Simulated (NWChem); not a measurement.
System meant: CdHSF; SMILES [Cd]([F])[SH]

Here is an NWChem input.

```
start job
memory heap 200 mb stack 900 mb global 1100 mb
geometry units angstroms noautoz
  Cd    -0.495716     0.084762     0.000000
  F     -0.642199     2.025343     0.000000
  S     -0.345947    -2.247944     0.000000
  H      1.018293    -2.216948     0.000000
end
basis spherical
  Cd library def2-svp
  F library def2-svp
  S library def2-svp
  H library def2-svp
end
dft
  xc pbe0
  iterations 150
  mulliken
end
task dft energy
```

End of the output:

```
             Northwest Computational Chemistry Package (NWChem) 7.3.0
             --------------------------------------------------------

 CS  symmetry detected

                             Geometry "geometry" -> ""
                             -------------------------

 Output coordinates in angstroms (scale by  1.889725989 to convert to a.u.)

  No.       Tag          Charge          X              Y              Z
 ---- ---------------- ---------- -------------- -------------- --------------
    1 Cd                  48.0000    -0.01093528     0.30129959     0.00000000
    2 F                    9.0000    -0.00155690     2.24737871     0.00000000
    3 S                   16.0000    -0.04843740    -2.03590849     0.00000000
    4 H                    1.0000     1.31390385    -2.11425282     0.00000000

 Effective nuclear repulsion energy (a.u.)     325.5909127666

      Symmetry information
      --------------------

 Group name             Cs
 Group number              2
 Group order               2
 No. of unique centers     4

                                 NWChem DFT Module
                                 -----------------

 Summary of "ao basis" -> "ao basis" (spherical)
 ------------------------------------------------------------------------------
       Tag                 Description            Shells   Functions and Types
 ---------------- ------------------------------  ------  ---------------------
 Cd                         def2-svp                11       31   5s3p2d1f
 F                          def2-svp                 6       14   3s2p1d
 S                          def2-svp                 8       18   4s3p1d
 H                          def2-svp                 3        5   2s1p

      Symmetry analysis of basis
      --------------------------

        a'         48
        a"         20

            General Information
            -------------------
          SCF calculation type: DFT
          Wavefunction type:  closed shell.
          No. of atoms     :     4
          No. of electrons :    74
           Alpha electrons :    37
            Beta electrons :    37
          Charge           :     0
          Spin multiplicity:     1
          Use of symmetry is: on ; symmetry adaption is: on
          Maximum number of iterations: 150
          AO basis - number of functions:    68
                     number of shells:    28
          Convergence on energy requested:  1.00D-06
          Convergence on density requested:  1.00D-05
          Convergence on gradient requested:  5.00D-04

              XC Information
              --------------
                         PBE0 Method XC Functional
                     Hartree-Fock (Exact) Exchange  0.250
          PerdewBurkeErnzerhof Exchange Functional  0.750
            Perdew 1991 LDA Correlation Functional  1.000 local
           PerdewBurkeErnz. Correlation Functional  1.000 non-local

             Grid Information
             ----------------
          Grid used for XC integration:  medium
          Radial quadrature: Mura-Knowles
          Angular quadrature: Lebedev.
          Tag              B.-S. Rad. Rad. Pts. Rad. Cut. Ang. Pts.
          ---              ---------- --------- --------- ---------
          Cd                  1.55      123           9.0       590
          F                   0.50       49          11.0       434
          S                   1.00       88          10.0       590
          H                   0.35       45          10.0       434
          Grid pruning is: on
          Number of quadrature shells:   305
          Spatial weights used:  Erf1

      Superposition of Atomic Density Guess
      -------------------------------------

 Sum of atomic energies:       -1705.35892311

      Non-variational initial energy
      ------------------------------

 Total energy =   -1709.154887
 1-e energy   =   -3009.597248
 2-e energy   =     974.851448
 HOMO         =      -1.282300
 LUMO         =      -1.235933

      Symmetry analysis of molecular orbitals - initial
      -------------------------------------------------

  Numbering of irreducible representations:

     1 a'          2 a"

  Orbital symmetries:

     1 a'          2 a'          3 a'          4 a'          5 a'
     6 a'          7 a"          8 a'          9 a'         10 a"
    11 a'         12 a"         13 a'         14 a'         15 a"
    16 a'         17 a"         18 a'         19 a"         20 a'
    21 a'         22 a'         23 a'         24 a"         25 a'
    26 a'         27 a"         28 a'         29 a'         30 a'
    31 a"         32 a'         33 a'         34 a"         35 a'
    36 a'         37 a"         38 a'         39 a'         40 a"
    41 a'         42 a'         43 a"         44 a'         45 a'
    46 a'         47 a'

     ---------------------------------------------
      Total Density - Mulliken Population Analysis
     ---------------------------------------------

    Atom       Charge   Shell Charges
 -----------   ------   -------------------------------------------------------
    1 Cd  48    55.25   2.00  2.01  2.04  2.61 -0.53  6.02  6.78 -0.41 10.03 10.70 14.00
    2 F    9     7.73   1.99  0.95  0.97  2.69  1.12  0.01
    3 S   16    10.95   2.00  1.99  0.80  0.61  5.90  0.22 -0.47 -0.10
    4 H    1     0.07   0.07 -0.01  0.01

   convergence    iter        energy       DeltaE   RMS-Dens  Diis-err
 ---------------- ----- ----------------- --------- --------- ---------
 d= 0,ls=0.0,diis     1  -1806.4885425511 -2.13D+03  5.67D-01  1.60D+01
 d= 0,ls=0.0,diis     2  -1774.4264229186  3.21D+01  1.41D-01  1.91D+02
 d= 0,ls=0.0,diis     3  -1804.8577115058 -3.04D+01  1.61D-01  3.20D+01
 d= 0,ls=0.0,diis     4  -1811.3838689849 -6.53D+00  7.93D-02  6.98D+00
 d= 0,ls=0.0,diis     5  -1812.5361758843 -1.15D+00  4.46D-02  1.31D+00
 d= 0,ls=0.0,diis     6  -1812.4619236891  7.43D-02  3.58D-02  2.51D+00
 d= 0,ls=0.0,diis     7  -1812.7558245626 -2.94D-01  2.12D-02  6.13D-02
  Resetting Diis
 d= 0,ls=0.0,diis     8  -1812.7776454214 -2.18D-02  8.23D-03  5.90D-02
 d= 0,ls=0.0,diis     9  -1812.7864544911 -8.81D-03  1.07D-02  2.20D-02
 d= 0,ls=0.0,diis    10  -1812.7832292595  3.23D-03  6.53D-03  9.01D-02
 d= 0,ls=0.0,diis    11  -1812.7926730863 -9.44D-03  3.02D-03  5.08D-03
 d= 0,ls=0.0,diis    12  -1812.7936888352 -1.02D-03  4.08D-03  1.16D-03
 d= 0,ls=0.0,diis    13  -1812.7947228950 -1.03D-03  2.69D-03  1.75D-04
 d= 0,ls=0.0,diis    14  -1812.7949781754 -2.55D-04  8.28D-04  1.28D-05
 d= 0,ls=0.0,diis    15  -1812.7950044791 -2.63D-05  4.23D-04  2.94D-06
 d= 0,ls=0.0,diis    16  -1812.7950106114 -6.13D-06  3.22D-04  1.05D-06
 d= 0,ls=0.0,diis    17  -1812.7950123256 -1.71D-06  9.19D-05  3.92D-08
 d= 0,ls=0.0,diis    18  -1812.7950124268 -1.01D-07  9.29D-06  3.43D-09

[...]
```

Task: What is wrong, and how is it mended?

Result: The run ends normally but its numbers are meaningless: the def2 basis of a heavy element holds valence functions alone and wants its effective core potential (without it all electrons must fit into that basis). This input runs:
```
start job
memory heap 200 mb stack 900 mb global 1100 mb
geometry units angstroms noautoz
  Cd    -0.495716     0.084762     0.000000
  F     -0.642199     2.025343     0.000000
  S     -0.345947    -2.247944     0.000000
  H      1.018293    -2.216948     0.000000
end
basis spherical
  * library def2-svp
end
ecp
  Cd library def2-ecp
end
dft
  xc pbe0
  iterations 150
  mulliken
end
task dft energy
```
It converges to -665.95762 Ha (PBE0/def2-SVP with def2 effective core potentials on Cd). The faulty run gave -1812.795 Ha, with all electrons squeezed into the valence basis.
